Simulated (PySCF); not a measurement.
# Computed vibrations of [YbO(OH)2]−

[YbO(OH)2]− (singlet in the valence; each metal's 4f electrons, 13 of them, lie in its core potential, out of spins and levels). PySCF 2.14.0, RKS PBE0, Yb lcecp-1-SVP with ECP59, O def2-SVP, H def2-SVP; non-relativistic Hamiltonian with scalar-relativistic core potentials where named; density fitting; no spin-orbit coupling. Central differences of gradients.

```xyz
6

Yb    0.0207    0.0000    0.0037
O     1.8987    0.0000   -0.1025
O    -1.0144    1.8493    0.0313
H    -0.7562    2.7719   -0.0040
O    -1.0144   -1.8493    0.0313
H    -0.7562   -2.7719   -0.0040
```

Run from Python with OMP_NUM_THREADS=2. Where DIIS fails, smearing, a level shift and second-order steps follow.
It took 50 s on 2 threads of Arm Neoverse V1 (shared host).

Q: What are the harmonic wavenumbers and infrared intensities?

A: Modes are labelled in Cs; negative numbers are unstable modes, those under 60 cm⁻¹ near the noise; a finer grid moves soft modes by up to 10 cm⁻¹.
```csv
cm⁻¹,km/mol,symmetry
53,47.6,a'
99,85.1,a''
130,0.9,a'
310,212.4,a'
314,31.0,a''
402,240.4,a'
407,0.4,a''
504,43.5,a'
511,126.2,a''
740,180.8,a'
3957,20.9,a''
3957,1.9,a'
```

Q: Is this a minimum?

A: Yes, within the noise of the softest modes. Ideal gas at 298.15 K and 1 bar: S = 364.0 J/(mol K), Cp = 97.2 J/(mol K), H − H(0 K) = 20.9 kJ/mol (rigid rotor, harmonic modes, spin degeneracy alone, that of the 4f electrons in the core included; the modes under 60 cm⁻¹ make these uncertain).

An lcecp potential fixes the number of 4f electrons, so in runs with it no electron can move into or out of that shell.
